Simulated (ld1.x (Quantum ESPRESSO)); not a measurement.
What one change does to a pseudopotential (gallium (Ga), TM)

| Item | Value |
| --- | --- |
| Element | gallium |
| Generator | ld1.x (Quantum ESPRESSO) 7.5 |
| Type | norm-conserving Troullier–Martins (Kleinman–Bylander form) |
| Functional | PBEsol |
| Relativity | scalar-relativistic |
| Frozen core | [Ar] 3d10 |
| Valence charge | 3 |
| Reference configuration | 4s1 4p0 (charge +2) |
| Partial waves | 4p (bound, empty): rc 2.10 bohr; 4d channel at 0.3 Ry: rc 1.95 bohr; 4s (bound): rc 1.80 bohr |
| Local potential | the s channel |
| Core correction | a·sin(br)/r model core inside 1.05 bohr |

Change: local potential all-electron potential smoothed inside 1.60 bohr (lloc = -2).

Cutoffs: the cutoffs (Ry, on a coarse ladder) from which the occupation-weighted sum of valence levels, in a spherical-Bessel basis at the reference potential, stays within 10 and 1 mRy of its value at 400 Ry; they do not see the model core or the augmentation charge, which bear on the density cutoff. Errors are all-electron minus pseudo energies relative to the spin-unpolarised reference configuration.

Task: What does the change do?

Result: The potential gets neither clearly harder nor softer (12 Ry and 35 Ry → 12 Ry and 35 Ry); the bound ghost in d disappears; of the 7 tests that both files solve, the error grows in 0 and shrinks in 1 by more than 15 % and 0.3 meV (median size 96.2 → 92.7 meV); the range in which the s phases agree narrows (upper end 2.1 → 1.0); the range in which the p phases agree narrows (upper end 4.6 → 2.2). In the separable form a ghost depends on how the local part lies against the semilocal potential of the channel, so the choice of the local part can create or remove one.

| quantity | base | changed |
| --- | --- | --- |
| cutoff, loose | 12 Ry | 12 Ry |
| cutoff, tight | 35 Ry | 35 Ry |
| bound ghosts | d | none |
| error for 4s2 4p1, meV [ΔE -26.82 eV] | -155 | -145 |
| error for 4s2 4p0, meV [ΔE -21.14 eV] | -96 | -93 |
| error for 4s2 4p0.5, meV [ΔE -24.79 eV] | -133 | -126 |
| error for 4s1 4p1, meV [ΔE -13.73 eV] | -35 | -32 |
| error for 4s2 4p1.3, meV [ΔE -27.35 eV] | -161 | -150 |
| error for 4s0 4p3, meV [ΔE -13.43 eV] | -31 | -26 |
| error for 4s1 4p2, meV [ΔE -20.26 eV] | -75 | -67 |
| s: phases at 2.30 bohr within 0.05 rad from the reference energy up to (Ry; the scan ends near 5) | 2.1 | 1.0 |
| p: phases at 2.30 bohr within 0.05 rad from the reference energy up to (Ry; the scan ends near 5) | 4.6 | 2.2 |
| d: phases at 2.30 bohr within 0.05 rad from the reference energy up to (Ry; the scan ends near 5) | to the end of the scan | 2.0 |

 A true bound ghost makes a file unfit for plane-wave use even where its test errors are small: the radial tests pick states by their node count and pass the ghost by.
